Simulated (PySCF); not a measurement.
3,3,3-trifluoroprop-1-yne (C3HF3), SMILES C#CC(F)(F)F.

Geometry optimised at B3LYP-D3(BJ)/def2-SVP.

Two levels are set side by side: PBE/def2-TZVP (PySCF) and ωB97X/def2-TZVP (PySCF). Same geometry, gas phase. Differences are taken from unrounded values.

```csv
quantity,ωB97X
orbital gap (eV),13.66
highest occupied level (eV),-11.72
lowest empty level (eV),1.94
dipole moment (D),2.34
mean polarisability (bohr³),34.0
```

Problem. What does PBE give, and how far is it from ωB97X? (Estimate from the structure and the level; the computed values follow.)

Solution. 
```csv
quantity,PBE,PBE minus ωB97X
orbital gap (eV),6.53,-7.13
highest occupied level (eV),-7.91,3.81
lowest empty level (eV),-1.38,-3.32
dipole moment (D),2.13,-0.21
mean polarisability (bohr³),35.5,1.5
```

PBE's occupied levels lie high since its potential decays too fast outside the molecule; exact exchange lowers them and widens the gap. PBE's more diffuse valence density responds more strongly to a field. Differences between two approximate levels are no errors against the true value.

Rough cost on one machine, each run with all the roots and properties that it gave: ωB97X against PBE within a factor of 2.
